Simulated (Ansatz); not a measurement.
`[SiH3][O][In]([O][SiH3])[O][SiH3]` + H–F → `[F][In]([O][SiH3])[O][SiH3]` + `O[SiH3]`  (ligand exchange at the In–O bond)

Program: Ansatz. Geometries: PBE0-D4/def2-TZVP. ΔE: electronic, gas phase. CBS: MP2 limit from def2 TZ/QZ plus the TZ coupled-cluster correction, frozen cores. This one scheme is used for every species. Functionals use def2-TZVPP. B3LYP here is the variant with VWN-RPA as its local correlation; programs differ in this. Elements past krypton have def2 core potentials. For In outer-core shells are correlated without core-valence functions, which leaves a few kJ/mol of doubt a bond. Each species was taken in one conformer, which may not be the lowest.

`[SiH3][O][In]([O][SiH3])[O][SiH3]`:

Z-matrix (Å, degrees):
```
Si
O 1 1.636
H 1 1.488 2 110.9
H 1 1.486 2 108.7 3 120.0
H 1 1.492 2 111.0 3 -120.2
In 2 1.953 1 134.9 3 85.2
O 6 1.947 2 119.9 1 175.6
O 6 1.961 2 120.9 1 -4.4
Si 7 1.637 6 135.1 2 179.7
Si 8 1.635 6 135.6 2 -4.2
H 9 1.485 7 108.1 6 -180.0
H 9 1.490 7 111.1 6 -60.2
H 9 1.490 7 111.2 6 60.2
H 10 1.489 8 110.9 6 85.6
H 10 1.492 8 111.1 6 -34.5
H 10 1.486 8 108.8 6 -154.3
```

H–F:

```xyz
2

F    -0.207    0.357   -0.202
H     0.207   -0.357    0.202
```

`[F][In]([O][SiH3])[O][SiH3]`:

Z-matrix (Å, degrees):
```
Si
O 1 1.639
H 1 1.485 2 108.6
H 1 1.488 2 110.8 3 120.2
H 1 1.492 2 110.9 3 -119.8
In 2 1.952 1 134.4 3 154.4
F 6 1.923 2 118.2 1 -175.6
O 6 1.952 2 123.6 1 4.3
Si 8 1.639 6 134.5 2 3.9
H 9 1.485 8 108.6 6 153.9
H 9 1.492 8 110.9 6 34.1
H 9 1.488 8 110.8 6 -85.9
```

`O[SiH3]`:

Z-matrix (Å, degrees):
```
Si
O 1 1.648
H 1 1.489 2 111.7
H 1 1.489 2 111.7 3 120.9
H 1 1.481 2 105.9 3 -119.6
H 2 0.957 1 117.9 3 -60.5
```

```tsv
level	ΔE (kcal/mol)	difference from CCSD(T)/CBS
r2SCAN-D4	-3.6	-3.2
PBE0-D4	-2.3	-1.9
B3LYP-D4	-2.6	-2.2
ωB97X-V	-3.4	-3.0
ωB97M-V	-3.1	-2.7
B2PLYP	-3.1	-2.7
PBE	-5.0	-4.6
r2SCAN	-4.1	-3.7
PBE0	-3.7	-3.3
B3LYP	-4.9	-4.5
HF/def2-TZVPP	-3.7	-3.3
SCS-MP2/def2-TZVPP	-0.6	-0.2
CCSD/def2-TZVPP	-0.7	-0.3
HF/def2-QZVPP	-3.9	-3.5
SCS-MP2/def2-QZVPP	-0.7	-0.3
CCSD/CBS(def2)	-0.8	-0.4
CCSD(T)/CBS	-0.4	0
```

Largest T1 diagnostic among the species: 0.016.

The D4 term adds +2.3 kcal/mol with B3LYP and +1.4 kcal/mol with PBE0; it sums over pairs of atoms, weighted by their polarisabilities, and B3LYP, whose exchange is more repulsive, gets the larger term. From PBE to PBE0 (25 % exact exchange), in def2-TZVPP and without D4, ΔE moves by +1.3 kcal/mol.
